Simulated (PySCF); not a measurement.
BClGeH4O, SMILES O[B](Cl)[GeH3]. Atoms are numbered in the order given.

```xyz
8

B      0.4627     0.6862     0.0000
Cl    -0.7743     1.9780     0.0000
Ge    -0.1329    -1.3027     0.0000
H     -1.0000    -1.5991     1.2430
H     -1.0000    -1.5991    -1.2430
H      1.0671    -2.2726     0.0000
O      1.7636     1.0161     0.0000
H      1.9254     1.9727     0.0000
```
Charge 0, spin multiplicity 1.

The structure is a stationary point at B3LYP-D3(BJ)/def2-SVP. This is a generated structure with no PubChem entry under its InChIKey; it may be hypothetical. Other conformers were not sampled.

All values below come from PBE/def2-TZVP (PySCF).

Isolated molecule, no solvent.

- total energy = -2639.19183 hartree
- point group = Cs
- highest occupied level = -7.12 eV
- lowest empty level = -1.93 eV
- orbital gap = 5.19 eV
- dipole moment = 1.53 D
- quadrupole, principal values (traceless, Buckingham form, about the centre of nuclear charge) = -5.79, -0.84, 6.63 D·Å
- mean static polarisability = 64.8 bohr³ (9.60 Å³)
- polarisability, principal values = 51.4, 64.7, 78.2 bohr³
